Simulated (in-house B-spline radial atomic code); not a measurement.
## Ionising Ag III (Ag2+) with different functionals

Computed with a radial B-spline atomic code at the basis-set limit: scalar-relativistic (spin-free X2C) Hamiltonian, Fermi nucleus of rms radius 4.5454 fm, spin-polarised at highest spin, spherical fractional occupations for the functionals, and exact exchange of hybrids averaged over the configuration. The ionisation energy is the difference of two self-consistent energies, [Kr] 4d9 → [Kr] 4d8, without Breit or QED terms; ε is the level of the shell that loses the electron (its least bound occupied spin orbital). There is no spin-orbit coupling in this Hamiltonian.

| method | rung | ΔSCF (eV) | -ε(4d) (eV) |
| --- | --- | --- | --- |
| PBE0 | global hybrid | 35.39 | 30.52 |
| B3LYP | global hybrid | 35.52 | 30.21 |
| TPSSh | global hybrid | 35.39 | 29.20 |
| BHandHLYP | global hybrid | 35.12 | 32.46 |
| r2SCAN0 | global hybrid | 35.44 | 30.62 |
| B97-1 | global hybrid | 35.41 | 30.16 |
| HSE06 | range-separated hybrid | 35.38 | 30.10 |
| wB97X | range-separated hybrid | ? | ? |
| CAM-B3LYP | range-separated hybrid | 35.45 | 32.08 |
| LC-wPBE | range-separated hybrid | ? | ? |

Q: What does LC-wPBE give?

A: ΔSCF 35.37 eV, and -ε(4d) = 33.36 eV.

Q: What does wB97X give?

A: ΔSCF 35.27 eV, and -ε(4d) = 33.04 eV.

Q: Among the functionals, which spreads more, the ΔSCF values or the orbital energies?

A: The orbital energies: ΔSCF values span about 0.40 eV and the orbital energies 4.16 eV; here energy differences depend much less on the functional than eigenvalues do.

Q: How do they compare with the NIST value?

A: NIST lists 34.8 eV ± 0.3 (semi-empirical, ground level to ground level). Errors run from +0.32 to +0.72 eV; BHandHLYP is closest (+0.32 eV), though others lie within the uncertainty of it, and part of that can be cancellation, since the calculations leave out spin-orbit coupling, Breit-QED terms, multiplet and fine-structure energies.
